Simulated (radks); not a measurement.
Question: Species: I+. Configuration: [Kr] 4d10 5s2 5p4. Calculated with a radial shooting solver on a logarithmic mesh with Libxc functionals: scalar-relativistic Kohn-Sham, PBEsol, spin-polarised, spherical densities, point nucleus; open shells are filled with parallel spins first (spin-orbit coupling, left out, can overturn this in heavy ions). Some entries of the table are withheld. Estimate them.

orbital,occ.,eigenvalue (hartree),<r^2> (bohr^2)
1s up,1,-1211.931,0.001005
1s down,1,-1211.928,0.001005
2s up,1,-187.5537,0.01620
2s down,1,-187.5524,0.01620
2p up,3,-168.3981,0.01283
2p down,3,-168.3960,0.01283
3s up,1,-38.12575,0.1129
3s down,1,-38.12347,0.1129
3p up,3,-31.91933,0.1131
3p down,3,-31.91677,0.1131
3d up,5,-22.61842,0.09864
3d down,5,-22.61599,0.09863
4s up,1,-6.97862,0.6189
4s down,1,-6.97353,0.6186
4p up,3,-5.03262,(1)
4p down,3,-5.02724,(2)
4d up,5,-2.19740,0.9970
4d down,5,-2.18859,0.9884
5s up,1,-0.98832,(3)
5s down,1,-0.93697,(4)
5p up,3,-0.58734,(5)
5p down,1,-0.53399,(6)

Answer: 
(1) 4p up <r^2> (bohr^2): 0.7155
(2) 4p down <r^2> (bohr^2): 0.7145
(3) 5s up <r^2> (bohr^2): 4.162
(4) 5s down <r^2> (bohr^2): 4.146
(5) 5p up <r^2> (bohr^2): 6.055
(6) 5p down <r^2> (bohr^2): 6.203
